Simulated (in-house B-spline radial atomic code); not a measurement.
A run on neutral antimony (an excited or competing configuration) that did not converge. Method: scalar-relativistic (X2C) B97-1, spin-polarised, spherical fractional occupations, Fermi nucleus of rms radius 4.6802 fm; computed with an all-electron radial atomic-structure program (B-spline basis).

Command:
```bash
python run_scf.py task.json out
```
Settings (nuclear radius in fm, mass in u):
```
Z                51
configuration    [Kr] 4d10 5s2 5p2 5f1
hamiltonian      x2c
method           b97_1
spin_polarised   True
nucleus          fermi
rms_radius       4.6802
atomic_mass      120.90381
speed_of_light   137.035999084
```

First and last ten iterations of the last attempt (damped for 15 steps, keeping 80 % of the old Fock matrix, then DIIS):
```
 iter        energy (Eh)    residual
    1       -6478.090004    4.65e-01
    2       -6478.648843    2.21e-01
    3       -6479.625196    1.33e-01
    4       -6480.017206    8.16e-02
    5       -6480.176882    4.96e-02
    6       -6480.240043    2.97e-02
    7       -6480.264544    1.78e-02
    8       -6480.274193    1.10e-02
    9       -6480.278054    7.72e-03
   10       -6480.279587    5.67e-03
  111       -6480.280566    6.17e-05
  112       -6480.280568    4.66e-05
  113       -6480.280569    3.98e-05
  114       -6480.280570    2.74e-05
  115       -6480.280570    3.25e-05
  116       -6480.280570    2.83e-05
  117       -6480.280570    2.96e-05
  118       -6480.280571    4.97e-05
  119       -6480.280575    5.22e-05
  120       -6480.280571    2.88e-05
 not converged after 120 iterations
```

The smallest residual met was 2.0e-05; the threshold is about 5e-07. Over the last five steps the energy moves by less than 1e-05 hartree, but the orbitals didn't meet the threshold. Run time, properties included: 9.9 s on 1 thread of Arm Neoverse V1 (shared host).
